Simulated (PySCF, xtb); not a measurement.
C₃H₇NOSi, SMILES C1=CO[SiH2]NC1.

Coordinates come from a ωB97X-D3(BJ)/def2-SVP optimisation. The structure was generated by enumeration, and PubChem lists no compound with its InChIKey, so it may never have been made. Other conformers were not sampled.

Method: IEF-PCM-ωB97X/def2-SVP (PySCF).

The values are the electrostatic part of the solvation free energy, E(continuum) − E(gas) at the gas-phase geometry, in a cavity of scaled van der Waals radii (PySCF's table); cavitation and dispersion terms are not included. In vacuum the orbital gap is 11.77 eV. The dipole moment in vacuum is 1.96 D.

Computed values in water (ε = 78.36), cyclohexanone (ε = 15.62), tetrahydrofuran (ε = 7.43):
| solvent | ε | ΔG(elec) (kcal/mol) | dipole (D) | gap (eV) |
|---|---|---|---|---|
| water | 78.36 | -3.7 | 2.58 | 11.79 |
| cyclohexanone | 15.62 | -3.4 | 2.52 | 11.79 |
| tetrahydrofuran | 7.43 | -3.0 | 2.45 | 11.79 |

For comparison, GFN2-xTB/ALPB(water) (xtb, at the GFN2-xTB geometry, all terms of that model) gives -0.8 kcal/mol.
